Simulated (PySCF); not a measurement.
F₃S, SMILES F[S](F)F, multiplicity 2. Atoms are numbered in the order given.

```xyz
4

F      0.0000     1.6573    -0.2853
S      0.0000     0.0000    -0.3588
F      0.0000    -1.6573    -0.2853
F      0.0000     0.0000     1.2084
```
Charge 0, spin multiplicity 2.

Geometry optimised at PBE0-D3(BJ)/def2-TZVP. A frequency run showed that this geometry is not a minimum. The isomer is the one that the SMILES or the coordinates give; other isomers of the formula were not compared.

The numbers are results of B3LYP/pcH-1 (PySCF), not measurements.

Unrestricted Kohn–Sham, ⟨S²⟩ = 0.754. Hyperfine tensors hold the contact and dipolar terms, without spin-orbit corrections.

Computed hyperfine couplings:
```json
[
 {"nucleus": "19F no. 1", "A(iso) (MHz)": "68.1", "A(iso) (G)": "24.3", "dipolar principal values (MHz)": "-266.7, -229.1, 495.7"},
 {"nucleus": "33S no. 2", "A(iso) (MHz)": "37.4", "A(iso) (G)": "13.4", "dipolar principal values (MHz)": "-90.8, -82.6, 173.4"},
 {"nucleus": "19F no. 3", "A(iso) (MHz)": "68.1", "A(iso) (G)": "24.3", "dipolar principal values (MHz)": "-266.7, -229.1, 495.7"},
 {"nucleus": "19F no. 4", "A(iso) (MHz)": "103.1", "A(iso) (G)": "36.8", "dipolar principal values (MHz)": "-183.0, -177.1, 360.0"}
]
```

And the g tensor (effective nuclear charges for spin-orbit coupling, GIAO)? (Estimate from the structure and the level; the computed values follow.)

principal values 2.0018, 2.0107, 2.0132; isotropic 2.0085.
